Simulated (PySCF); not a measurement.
AlF3, charge -1, doublet, at a GFN2-xTB geometry (such geometries of metal compounds can be far from the true shape) (a state made from the parent by changing its charge; the spin is typed, not shown lowest); R2SCAN/def2-SVP run with PySCF.

PySCF was given this input:
```python
from pyscf import gto, scf, dft

mol = gto.M(
    atom='''
Al   -0.00000000    0.00000000    0.00000000
F    -1.50335220   -0.93570325    0.04395447
F     0.00526794    1.63623601   -0.67841315
F     1.49808427   -0.70053275    0.63445868
''',
    basis='def2-svp',
    charge=-1,
    spin=1,
    verbose=4,
)

mf = dft.UKS(mol)
mf.xc = 'r2scan'
mf.diis = False
mf.damp = 0.3
mf.diis_start_cycle = 200
mf.max_cycle = 150
mf.kernel()
mf.analyze()
```

Output, abridged:

```
PySCF version 2.14.0

[INPUT] verbose = 4
[INPUT] num. atoms = 4
[INPUT] num. electrons = 41
[INPUT] charge = -1
[INPUT] spin (= nelec alpha-beta = 2S) = 1
[INPUT] symmetry False subgroup None
[INPUT] Mole.unit = angstrom
[INPUT] Symbol           X                Y                Z      unit          X                Y                Z       unit  Magmom
[...]
nuclear repulsion = 146.774225824474
number of shells = 26
number of NR pGTOs = 108
number of NR cGTOs = 60
basis = def2-svp
ecp = {}

******** <class 'pyscf.dft.uks.UKS'> ********
method = UKS
initial guess = minao
damping factor = 0.3
level_shift factor = 0
DIIS disabled
SCF conv_tol = 1e-09
SCF conv_tol_grad = None
SCF max_cycles = 150
direct_scf = True
direct_scf_tol = 1e-13
number electrons alpha = 21  beta = 20
XC library pyscf.dft.libxc version 7.1.2
    S. Lehtola, C. Steigemann, M. J. T. Oliveira, and M. A. L. Marques,  SoftwareX 7, 1–5 (2018)
XC functionals = r2scan
    J. W. Furness, A. D. Kaplan, J. Ning, J. P. Perdew, and J. Sun,  J. Phys. Chem. Lett. 11, 8208–8215 (2020)
    J. W. Furness, A. D. Kaplan, J. Ning, J. P. Perdew, and J. Sun,  J. Phys. Chem. Lett. 11, 9248–9248 (2020)
    J. W. Furness, A. D. Kaplan, J. Ning, J. P. Perdew, and J. Sun,  J. Phys. Chem. Lett. 11, 8208–8215 (2020)
    J. W. Furness, A. D. Kaplan, J. Ning, J. P. Perdew, and J. Sun,  J. Phys. Chem. Lett. 11, 9248–9248 (2020)
radial grids:
    Treutler-Ahlrichs [JCP 102, 346 (1995); DOI:10.1063/1.469408] (M4) radial grids

becke partition: Becke, JCP 88, 2547 (1988); DOI:10.1063/1.454033
pruning grids: <function nwchem_prune>
grids dens level: 3
symmetrized grids: False
atomic radii adjust function: <function treutler_atomic_radii_adjust>
small_rho_cutoff = 0
Set gradient conv threshold to 3.16228e-05
tot grids = 61968
init E= -541.518828935147

cycle= 1 E= -541.455068614611  delta_E= 0.0638  |g|= 0.819  |ddm|= 1.56
cycle= 2 E= -541.47661132895  delta_E= -0.0215  |g|= 0.798  |ddm|= 1.21
cycle= 3 E= -541.515086873829  delta_E= -0.0385  |g|= 0.715  |ddm|= 0.974
cycle= 4 E= -541.518977142159  delta_E= -0.00389  |g|= 0.708  |ddm|= 0.972
cycle= 5 E= -541.545702072127  delta_E= -0.0267  |g|= 0.65  |ddm|= 0.916
cycle= 6 E= -541.548560962069  delta_E= -0.00286  |g|= 0.643  |ddm|= 0.875
cycle= 7 E= -541.569368174752  delta_E= -0.0208  |g|= 0.594  |ddm|= 0.84
cycle= 8 E= -541.572076057229  delta_E= -0.00271  |g|= 0.586  |ddm|= 0.799
cycle= 9 E= -541.588573245411  delta_E= -0.0165  |g|= 0.544  |ddm|= 0.768
cycle= 10 E= -541.591149698092  delta_E= -0.00258  |g|= 0.537  |ddm|= 0.731
cycle= 11 E= -541.604350347645  delta_E= -0.0132  |g|=  0.5  |ddm|= 0.703
cycle= 12 E= -541.606772064565  delta_E= -0.00242  |g|= 0.492  |ddm|= 0.671
cycle= 13 E= -541.617412021116  delta_E= -0.0106  |g|= 0.459  |ddm|= 0.646
cycle= 14 E= -541.619662685397  delta_E= -0.00225  |g|= 0.452  |ddm|= 0.616
cycle= 15 E= -541.628291951151  delta_E= -0.00863  |g|= 0.423  |ddm|= 0.593
cycle= 16 E= -541.630363784394  delta_E= -0.00207  |g|= 0.415  |ddm|= 0.567
cycle= 17 E= -541.637399968425  delta_E= -0.00704  |g|= 0.39  |ddm|= 0.546
cycle= 18 E= -541.6392919689  delta_E= -0.00189  |g|= 0.382  |ddm|= 0.522
cycle= 19 E= -541.645056154411  delta_E= -0.00576  |g|= 0.36  |ddm|= 0.503
cycle= 20 E= -541.646772282135  delta_E= -0.00172  |g|= 0.352  |ddm|= 0.481
cycle= 21 E= -541.651513988958  delta_E= -0.00474  |g|= 0.332  |ddm|= 0.464
cycle= 22 E= -541.653061637169  delta_E= -0.00155  |g|= 0.325  |ddm|= 0.444
cycle= 23 E= -541.656976578688  delta_E= -0.00391  |g|= 0.307  |ddm|= 0.428
cycle= 24 E= -541.658365370544  delta_E= -0.00139  |g|=  0.3  |ddm|= 0.41
cycle= 25 E= -541.661608307175  delta_E= -0.00324  |g|= 0.283  |ddm|= 0.395
cycle= 26 E= -541.662849178547  delta_E= -0.00124  |g|= 0.277  |ddm|= 0.379
cycle= 27 E= -541.665543365662  delta_E= -0.00269  |g|= 0.262  |ddm|= 0.365
cycle= 28 E= -541.666647880014  delta_E= -0.0011  |g|= 0.255  |ddm|= 0.35
cycle= 29 E= -541.668892105007  delta_E= -0.00224  |g|= 0.242  |ddm|= 0.337
[...]
cycle= 147 E= -486.707994299869  delta_E= 10.6  |g|= 6.28  |ddm|= 14.2
cycle= 148 E= -497.286491926997  delta_E= -10.6  |g|= 4.59  |ddm|= 14.2
cycle= 149 E= -486.70799429987  delta_E= 10.6  |g|= 6.28  |ddm|= 14.2
cycle= 150 E= -497.286491926997  delta_E= -10.6  |g|= 4.59  |ddm|= 14.2
SCF not converged.
SCF energy = -497.286491926997 after 150 cycles  <S^2> = 0.75178968  2S+1 = 2.0017889
**** SCF Summaries ****
Total Energy =                        -497.286491926997428
Nuclear Repulsion Energy =             146.774225824474456
One-electron Energy =                -1047.124950106291635
Two-electron Energy =                  403.064232354819694
Two-electron Coulomb Energy =          455.878458280089319
DFT Exchange-Correlation Energy =      -52.814225925269632
**** MO energy ****
                             alpha | beta                alpha | beta
[...]
To work with the spin densities directly, `use mulliken_meta_spin()` only printing them here.

 ** Mulliken spin pop alpha/beta on meta-lowdin orthogonal AOs **
 ** Mulliken Spin Density (per AO)  **
spin_pop of  0 Al 1s        0.00000
spin_pop of  0 Al 2s        0.00005
spin_pop of  0 Al 3s        0.06384
spin_pop of  0 Al 4s        0.06214
spin_pop of  0 Al 2px       0.00070
spin_pop of  0 Al 2py       0.00021
spin_pop of  0 Al 2pz      -0.00004
spin_pop of  0 Al 3px       0.16213
spin_pop of  0 Al 3py       0.15151
spin_pop of  0 Al 3pz       0.00826
spin_pop of  0 Al 4px       0.00506
spin_pop of  0 Al 4py       0.00812
spin_pop of  0 Al 4pz       0.00282
spin_pop of  0 Al 3dxy      0.04463
spin_pop of  0 Al 3dyz      0.00422
spin_pop of  0 Al 3dz^2     0.00327
spin_pop of  0 Al 3dxz      0.01346
spin_pop of  0 Al 3dx2-y2    0.03436
spin_pop of  1 F 1s       -0.00000
spin_pop of  1 F 2s        0.00617
spin_pop of  1 F 3s        0.02714
spin_pop of  1 F 2px      -0.00476
spin_pop of  1 F 2py       0.00442
spin_pop of  1 F 2pz      -0.00055
spin_pop of  1 F 3px       0.02608
spin_pop of  1 F 3py       0.04277
spin_pop of  1 F 3pz       0.01537
spin_pop of  1 F 3dxy      0.00054
spin_pop of  1 F 3dyz      0.00004
spin_pop of  1 F 3dz^2     0.00014
spin_pop of  1 F 3dxz      0.00039
spin_pop of  1 F 3dx2-y2    0.00095
spin_pop of  2 F 1s       -0.00000
spin_pop of  2 F 2s        0.00205
spin_pop of  2 F 3s        0.00360
spin_pop of  2 F 2px       0.00051
spin_pop of  2 F 2py       0.00005
spin_pop of  2 F 2pz       0.00008
spin_pop of  2 F 3px       0.00165
spin_pop of  2 F 3py       0.00001
spin_pop of  2 F 3pz       0.00010
spin_pop of  2 F 3dxy      0.00002
spin_pop of  2 F 3dyz      0.00002
spin_pop of  2 F 3dz^2     0.00000
spin_pop of  2 F 3dxz      0.00000
spin_pop of  2 F 3dx2-y2    0.00002
spin_pop of  3 F 1s        0.00000
spin_pop of  3 F 2s        0.00017
spin_pop of  3 F 3s        0.09963
spin_pop of  3 F 2px       0.01407
spin_pop of  3 F 2py       0.00404
spin_pop of  3 F 2pz      -0.00096
spin_pop of  3 F 3px       0.14092
spin_pop of  3 F 3py       0.05251
spin_pop of  3 F 3pz      -0.00620
spin_pop of  3 F 3dxy      0.00178
spin_pop of  3 F 3dyz      0.00058
spin_pop of  3 F 3dz^2     0.00007
spin_pop of  3 F 3dxz      0.00035
spin_pop of  3 F 3dx2-y2    0.00151
 ** Mulliken Spin Density (per atom)  **
spin density of  0 Al =      0.56474
spin density of  1 F =      0.11868
spin density of  2 F =      0.00812
spin density of  3 F =      0.30846
 ** Mulliken pop alpha/beta on meta-lowdin orthogonal AOs **
 ** Mulliken pop       alpha | beta **
In total            21.00000 | 20.00000
 ** Mulliken atomic charges   ( Nelec_alpha | Nelec_beta ) **
charge of  0Al =     -0.69848  (     7.13161      6.56687 )
charge of  1F =     -1.08062  (     5.09965      4.98097 )
charge of  2F =      6.95188  (     1.02812      1.02000 )
charge of  3F =     -6.17278  (     7.74062      7.43216 )

WARN: System has nonzero charge -1; the dipole moment is origin-dependent.
Location of origin: [0. 0. 0.]

Dipole moment(X, Y, Z, Debye): -48.91166, 95.92787, -51.05905
```

The run did not converge; its last values are not results.
